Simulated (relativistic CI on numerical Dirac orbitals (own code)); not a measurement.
# Ta3+ (5d2) in a crystal field

Calculated by Dirac-Coulomb-Breit CI, KLI orbitals optimised for each configuration, QED by a radiative potential, valence Slater integrals scaled by 0.9, one configuration in a parametric crystal field (own radial code). With so little scaling, terms lie 10 to 35 % too far apart, which can change the order of excited levels.

Field parameters in Wybourne normalisation: D3d B²₀ = −7Dσ, B⁴₀ = −14Dq − 21Dτ, B⁴₃ = −14√(10/7) Dq. The field is a parameter set, without covalency.

S and J are read from ⟨S²⟩ = S(S + 1) and ⟨J²⟩ = J(J + 1) of each level; they are not fictitious spins.

D3d, 10Dq = 20200, Dσ = -1200, Dτ = 50 cm⁻¹, the lowest 16 levels:

```tsv
E (cm⁻¹)	Degeneracy	Irrep	S	J
0.0	1	A1	0.98	2.68
97.9	2	E	0.99	2.61
1414	2	E	0.98	2.61
3641	2	E	0.99	3.26
4655	1	A2	1.00	3.43
5162	1	A1	0.99	3.63
10126	2	E	0.13	3.25
12689	1	A1	0.16	2.90
13121	2	E	0.11	3.06
20507	1	A2	1.00	3.11
20881	2	E	0.97	3.10
21690	1	A1	0.96	2.89
21731	1	A2	1.00	3.24
22305	2	E	0.98	3.35
22979	2	E	0.99	3.53
24473	1	A1	0.30	2.91
```

D3d, 10Dq = 20200, Dσ = 1200, Dτ = 50 cm⁻¹, the lowest 10 levels:

```csv
E (cm⁻¹),Degeneracy,Irrep,S,J
0.0,2,E,0.99,2.60
590,2,E,0.98,2.67
909,1,A1,0.97,2.71
2585,1,A2,1.00,3.27
4695,2,E,0.99,3.32
5388,1,A1,0.99,3.57
8871,1,A1,0.15,3.21
11008,2,E,0.13,3.17
14038,2,E,0.14,2.98
20218,1,A2,1.00,3.07
```

D3d, 10Dq = 20200, Dσ = 980, Dτ = 50 cm⁻¹, the lowest 10 levels:

| E (cm⁻¹) | Degeneracy | Irrep | S | J |
| --- | --- | --- | --- | --- |
| 0.0 | 2 | E | 0.99 | 2.60 |
| 557 | 2 | E | 0.98 | 2.66 |
| 900 | 1 | A1 | 0.97 | 2.70 |
| 2661 | 1 | A2 | 1.00 | 3.29 |
| 4394 | 2 | E | 0.99 | 3.33 |
| 5123 | 1 | A1 | 0.99 | 3.59 |
| 9314 | 1 | A1 | 0.15 | 3.19 |
| 11079 | 2 | E | 0.13 | 3.16 |
| 13621 | 2 | E | 0.13 | 3.00 |
| 20235 | 1 | A2 | 1.00 | 3.06 |

D3d, 10Dq = 20200, Dσ = 760, Dτ = 50 cm⁻¹, the lowest 10 levels:

```tsv
E (cm⁻¹)	Degeneracy	Irrep	S	J
0.0	2	E	0.99	2.59
511	2	E	0.98	2.65
857	1	A1	0.97	2.69
2736	1	A2	1.00	3.30
4099	2	E	0.99	3.33
4874	1	A1	0.99	3.61
9737	1	A1	0.15	3.18
11147	2	E	0.12	3.14
13197	2	E	0.13	3.03
20238	1	A2	1.00	3.04
```

D3d, 10Dq = 20200, Dσ = 550, Dτ = 50 cm⁻¹, the lowest 16 levels:

```csv
E (cm⁻¹),Degeneracy,Irrep,S,J
0.0,2,E,0.99,2.58
455,2,E,0.98,2.64
783,1,A1,0.98,2.68
2807,1,A2,1.00,3.32
3825,2,E,1.00,3.34
4660,1,A1,0.99,3.62
10117,1,A1,0.14,3.16
11208,2,E,0.12,3.13
12786,2,E,0.12,3.05
20224,1,A2,1.00,3.03
20824,1,A1,0.97,3.03
20994,2,E,0.97,3.04
21363,2,E,0.99,3.42
22391,1,A2,0.99,3.46
22453,2,E,0.99,3.46
23431,1,A1,0.26,2.93
```

The free-ion ground term has S = 1. Every field shown keeps that spin.

Levels of this model without a field, named by their leading LS term: 3F_2 0, 3F_3 3733, 3F_4 7390, 3P_0 11809, 1D_2 11936, 3P_1 13594, 3P_2 17716, 1G_4 18294 cm⁻¹.
